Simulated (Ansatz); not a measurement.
Cartesian coordinates in Å:
```
O 3.0840 -1.1228 -1.8106
C 2.1338 -0.7229 -1.2829
N 1.1471 -0.3494 -0.7183
Si -0.1058 0.6265 -0.2002
F 0.4697 1.9216 0.4797
F -0.9701 1.0854 -1.4303
N -1.0608 -0.2099 0.8856
C -1.9345 -0.4691 1.6611
O -2.7634 -0.7593 2.4160
```

The species carries charge 0 and has multiplicity 1.

List the PBE/def2-TZVPP orbital energies in eV (Ansatz). (Best estimate.)

The calculation gave: Occupied: -1782.82, -660.72, -660.72, -512.19, -512.19, -381.68, -381.68, -273.12, -273.12, -140.25, -97.02, -97.01, -96.99, -30.82, -30.30, -28.55, -28.55, -24.25, -24.05, -17.08, -14.89, -13.41, -12.86, -12.85, -12.80, -12.18, -12.16, -12.07, -12.04, -11.39, -11.15, -10.93, -10.61, -8.63, -8.43, -8.12, -8.07. Lowest empty: -1.38, -1.17, -0.38, -0.31, -0.14, 0.33, 1.47, 1.98.
